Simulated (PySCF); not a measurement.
WOBr₃, SMILES [Br][W]([Br])([Br])=[O] (connectivity only; charge and spin as stated), neutral, multiplicity 2.

Geometry optimised at r2SCAN-D4/def2-SVP. The multiplicity is an assumed one; other spin states were not compared. The def2 effective core potentials stand for the cores of W; spin–orbit coupling is left out.

The numbers are results of TDA-PBE0/def2-SVPD (PySCF), not measurements.

Vertical excitations. Gas-phase values at a fixed geometry.

| state | energy (eV) | λ (nm) | f | main pairs |
|---|---|---|---|---|
| root 1 | 0.52 | 2393 | 0.001 | α HOMO→LUMO 98 % |
| root 2 | 2.09 | 594 | 0.000 | α HOMO→LUMO+1 98 % |
| root 3 | 2.24 | 553 | 0.001 | α HOMO→LUMO+2 96 % |
| root 4 | 2.68 | 463 | 0.005 | α HOMO→LUMO+3 96 % |
| root 5 | 3.49 | 355 | 0.000 | α HOMO−1→LUMO 52 %, β HOMO→LUMO 36 % |
| root 6 | 3.59 | 345 | 0.001 | α HOMO−2→LUMO 55 %, α HOMO−1→LUMO 27 %, β HOMO−1→LUMO 12 % |
| root 7 | 3.75 | 331 | 0.001 | α HOMO−3→LUMO 72 %, β HOMO→LUMO+1 21 % |
| root 8 | 3.76 | 330 | 0.006 | α HOMO−1→LUMO 17 %, α HOMO−2→LUMO 8 %, β HOMO→LUMO 54 %, β HOMO−1→LUMO 19 % |
| root 9 | 3.92 | 317 | 0.016 | α HOMO−3→LUMO 8 %, β HOMO→LUMO+1 59 %, β HOMO−2→LUMO 23 % |
| root 10 | 4.13 | 300 | 0.006 | α HOMO−4→LUMO 9 %, β HOMO−1→LUMO+1 78 % |
Unrestricted roots are not spin-pure.
